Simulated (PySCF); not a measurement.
**Badger's rule along the third period: bonds to Pb**

r²SCAN in PySCF with def2-SVPD on every atom (core potentials on Pb), for the lowest determinant that a PBE0 search found; no spin–orbit coupling. Badger's rule says that Re = d + c·k^(−1/3) for bonds between atoms of fixed rows.

| molecule | state (unpaired electrons) | Re (Å) | k (mdyn/Å) |
| --- | --- | --- | --- |
| PbS | singlet (closed shell) | 2.328 | 3.07 |
| PPb | doublet (π ↑) | 2.448 | ? |
| PbCl | doublet (π ↑) | 2.515 | ? |
| SiPb | triplet (π ↑↑) | 2.603 | ? |
| AlPb | quartet (σ ↑, π ↑↑) | 2.721 | ? |
| MgPb | triplet (π ↑↑) | 2.805 | ? |
| NaPb | quartet (σ ↑, π ↑↑) | 2.966 | 0.344 |

Problem. Fix c and d from PbS and NaPb.

Solution. c = (2.966 − 2.328)/(0.344^(−1/3) − 3.07^(−1/3)) = 0.863, d = 2.328 − c·3.07^(−1/3) = 1.734 Å.

Problem. Predict k of the others and set the computed values beside them.

Solution. 

```json
{"molecule": "PPb", "k by the rule": "1.77", "k computed": "2.05", "difference (%)": "-14"}
{"molecule": "PbCl", "k by the rule": "1.35", "k computed": "1.68", "difference (%)": "-20"}
{"molecule": "SiPb", "k by the rule": "0.980", "k computed": "1.46", "difference (%)": "-33"}
{"molecule": "AlPb", "k by the rule": "0.669", "k computed": "0.839", "difference (%)": "-20"}
{"molecule": "MgPb", "k by the rule": "0.524", "k computed": "0.583", "difference (%)": "-10"}
```

The rule misses by 19 % on average; it knows nothing of spin state or of how ionic a bond is, and both change along this series.

Spin–orbit coupling is left out, which matters for elements this heavy, above all for dissociation energies. States were picked by a PBE0 search and need not be the measured ground states.
